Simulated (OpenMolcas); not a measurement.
Pr4+ with 6 ligands (chloride) in trigonal antiprismatic coordination (D3d), a polar angle of 53.6° against the regular 54.74°. A charge of +0.333 e stands 2.8 Å behind each ligand. Ligand basis ANO-RCC-VDZP.

* Program: OpenMolcas 26.06
* Method: SS-CASPT2, IPEA 0.25 Eh, imaginary shift 0.1 Eh (closed shells correlated: 5s 5p and the ligand valence shells)
* Basis: ANO-RCC-VDZP [7s6p4d2f1g]
* Scalar Hamiltonian: DKH2, point nucleus
* Active space: 1 electron in 7 orbitals (4f)
* State averaging: 2S+1 = 2 odd, 7 roots
* Spin-orbit coupling: RASSI with atomic mean-field integrals over the reference wave functions

All ligands move together. At R = 2.5 Å the width of the lowest J multiplet is 1413 cm-1, and at R = 2.7 Å it is 1068 cm-1.

A third run gives 1200 cm-1. What distance was it run at?

With a power law R^-n the two known points give n = -ln(1068 / 1413) / ln(2.7 / 2.5) = 3.64. Then R = 2.5 × (1413 / 1200)^(1/3.64) = 2.615 Å. The run was at 2.61 Å, so the estimate is off by +0.005 Å.

Roots that are degenerate in the reference are averaged as groups; the widest CASPT2 spread within a group is 22 cm-1 (the 2-fold group of multiplicity 2 near 2790 cm-1 above the lowest state of its run, R = 2.5). Shifts and gaps below about the spread of the groups concerned are not significant. Over all roots computed the reference weight is 0.66 in R = 2.5, 0.66 in R = 2.61, 0.66 in R = 2.7; a low but even weight reflects the number of correlated electrons. Splittings of an f shell from a small cluster at a set distance can be off by tens of per cent, mostly too small. No measured value stands beside these numbers; the geometry is a model, was not optimised and need not be the one that this ion takes.
